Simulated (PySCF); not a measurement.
Si(CF3)(H)2(Me), SMILES C[SiH2]C(F)(F)F (PBE0/def2-SVP optimised geometry):

```
11

Si     0.197    -0.971     0.000
C     -0.524    -1.790    -1.517
C     -0.349     0.884     0.000
F      0.124     1.562     1.056
F      0.082     1.520    -1.104
F     -1.688     1.003     0.021
H     -0.313    -1.562     1.271
H      1.688    -0.971     0.000
H     -0.160    -1.295    -2.431
H     -1.622    -1.729    -1.503
H     -0.238    -2.852    -1.563
```

Method: PySCF with PBE0/def2-TZVP.

### Question
What are the frontier orbital energies and the dipole moment?

### Answer
HOMO-2 -9.94 eV, HOMO-1 -9.79 eV, HOMO -9.26 eV, LUMO 0.37 eV, LUMO+1 0.85 eV; dipole moment 2.57 D.

On the same geometry PySCF 2.14.0 with PBE/def2-TZVP gives HOMO-2 -8.51 eV, HOMO-1 -8.39 eV, HOMO -7.70 eV, LUMO -0.42 eV, LUMO+1 0.02 eV; dipole moment 2.37 D.

Meta-Löwdin charges at PBE0/def2-TZVP: Si1 0.61, C2 -0.60, C3 0.57, F4 -0.27, F5 -0.28, F6 -0.28, H7 -0.09, H8 -0.09, H9 0.14, H10 0.14, H11 0.14.
